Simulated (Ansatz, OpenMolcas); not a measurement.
## Ansatz → OpenMolcas

Ansatz 0.2.0 runs this on CH6BNO2 (SMILES OBNCO):

run.yaml:
```yaml
basis:
  gaussian:
    orbitals: def2-SVP
crystal:
  periodic: [false, false, false]
  atoms:
    - {symbol: O, position_ang: [-0.365300, 1.867300, 0.524000]}
    - {symbol: B, position_ang: [-0.151000, 0.776300, 1.310700]}
    - {symbol: N, position_ang: [0.041300, -0.514500, 0.761600]}
    - {symbol: C, position_ang: [-0.074500, -0.827100, -0.621300]}
    - {symbol: O, position_ang: [0.833500, -0.016400, -1.360600]}
    - {symbol: H, position_ang: [-0.145900, 1.684700, -0.397300]}
    - {symbol: H, position_ang: [-0.135500, 0.915900, 2.499600]}
    - {symbol: H, position_ang: [0.344000, -1.265700, 1.354800]}
    - {symbol: H, position_ang: [-1.095800, -0.629000, -0.978300]}
    - {symbol: H, position_ang: [0.142100, -1.890000, -0.774600]}
    - {symbol: H, position_ang: [0.672700, -0.158500, -2.298200]}
correlation:
  frozen_orbitals: {B: 1, C: 1, H: 0, "N": 1, O: 1}
output: {orbitals: {seedname: orbitals}}
hamiltonian:
  xc: {name: B2PLYP}
accuracy: high
```

```bash
$ ansatz run run.yaml --threads 1 --pin off --max-ram 3480MiB --events-out events.jsonl --progress --plain --runs-dir runs
```

The shape is that of a PBE0-D4/def2-TZVP optimisation. This is a higher conformer, about 10 kJ/mol above the lowest found by a separate search.

It gives a total energy of -271.375942 Eh.

**Question.** Translate the job to OpenMolcas 26.06 as an input file of the program's own.

**Answer.** This input was run:

mol.inp:
```
&GATEWAY
  BasLib=$CurrDir
  Coord
  11
  angstrom
  O       -0.365300       1.867300       0.524000
  B       -0.151000       0.776300       1.310700
  N        0.041300      -0.514500       0.761600
  C       -0.074500      -0.827100      -0.621300
  O        0.833500      -0.016400      -1.360600
  H       -0.145900       1.684700      -0.397300
  H       -0.135500       0.915900       2.499600
  H        0.344000      -1.265700       1.354800
  H       -1.095800      -0.629000      -0.978300
  H        0.142100      -1.890000      -0.774600
  H        0.672700      -0.158500      -2.298200
  Basis=def2-SVP
  Group=NoSym

&SEWARD
  GridInput
  Grid=UltraFine
  End of Grid

&SCF
  KSDFT=B2PLYP_SCF
  Thresholds=1e-10 1e-07 1e-07 1e-05
  PrOrbitals=1 2

&MBPT2
  Frozen=5
```

```bash
$ export MOLCAS_MEM=1860
$ pymolcas mol.inp > mol.log
```

(Basis files named in the input come from the Basis Set Exchange and aren't shown.)

Its energy is -271.375942 Eh, the same as the first but for the last digit, at most.
